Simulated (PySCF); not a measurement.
C₉H₈S₂, SMILES c1csc(Cc2cccs2)c1 (GFN2-xTB optimised geometry):

```
19

C     -0.214    -1.684     0.000
C      1.142    -1.684     0.000
S      1.786    -0.089     0.000
C      0.193     0.594    -0.009
C      0.001     2.076     0.053
C      0.015     2.520     1.482
C      1.081     2.902     2.233
C      0.738     3.194     3.574
C     -0.583     3.020     3.823
S     -1.439     2.497     2.425
C     -0.757    -0.379     0.000
H     -0.810    -2.579    -0.001
H      1.812    -2.520    -0.001
H      0.806     2.579    -0.488
H     -0.955     2.335    -0.408
H      2.081     2.976     1.843
H      1.447     3.518     4.314
H     -1.117     3.167     4.740
H     -1.812    -0.171     0.004
```

Level of theory: PBE/def2-SVP (PySCF).

**Question.** What are the frontier orbital energies and the dipole moment?

**Answer.** HOMO-2 -6.00 eV, HOMO-1 -5.79 eV, HOMO -5.31 eV, LUMO -1.33 eV, LUMO+1 -0.78 eV; dipole moment 0.02 D.

Meta-Löwdin charges at PBE/def2-SVP: C1 -0.13, C2 -0.24, S3 0.24, C4 -0.10, C5 -0.19, C6 -0.10, C7 -0.15, C8 -0.13, C9 -0.24, S10 0.24, C11 -0.15, H12 0.12, H13 0.13, H14 0.12, H15 0.12, H16 0.11, H17 0.12, H18 0.13, H19 0.11.
